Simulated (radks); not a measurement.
Results of a calculation; reference values are marked as such.
Q: The samarium ion Sm4+, configuration [Kr] 4d10 4f5 5s1 5p6 (not the ground configuration). Level of theory: Dirac Kohn-Sham, revPBE, spin-unpolarised, spherical densities, finite nucleus; open shells are shared between the two j in proportion to 2j + 1; Fermi nuclear charge, rms radius 5.0819 fm (a radial shooting solver on a logarithmic mesh with Libxc functionals). Some entries of the table are withheld. Estimate them.

orbital     occ.  eigenvalue (Ry)  <r^2> (bohr^2)
1s1/2          2        -3430.582       0.0007048
2s1/2          2              (1)             (2)
2p1/2          2        -534.0936        0.008049
2p3/2          4        -489.7904        0.009292
3s1/2          2        -126.1977         0.07415
3p1/2          2        -113.6336         0.06933
3p3/2          4        -104.6620         0.07653
3d3/2          4        -82.88018         0.06157
3d5/2          6        -80.93199         0.06359
4s1/2          2        -27.88817          0.3776
4p1/2          2        -23.06543             (3)
4p3/2          4        -21.08918             (4)
4d3/2          4        -13.14661          0.5070
4d5/2          6        -12.79153          0.5223
5s1/2          1         -6.29518           2.056
5p1/2          2         -4.91372           2.491
5p3/2          4         -4.60434           2.734
4f5/2    2.14286         -3.56141             (5)
4f7/2    2.85714         -3.51578             (6)
5d3/2          0         -2.69190           4.595
5d5/2          0         -2.65483           4.716
6s1/2          0              (7)           9.690

A: 
(1) 2s1/2 eigenvalue (Ry): -563.2922
(2) 2s1/2 <r^2> (bohr^2): 0.01105
(3) 4p1/2 <r^2> (bohr^2): 0.3990
(4) 4p3/2 <r^2> (bohr^2): 0.4381
(5) 4f5/2 <r^2> (bohr^2): 0.9628
(6) 4f7/2 <r^2> (bohr^2): 0.9821
(7) 6s1/2 eigenvalue (Ry): -2.27696
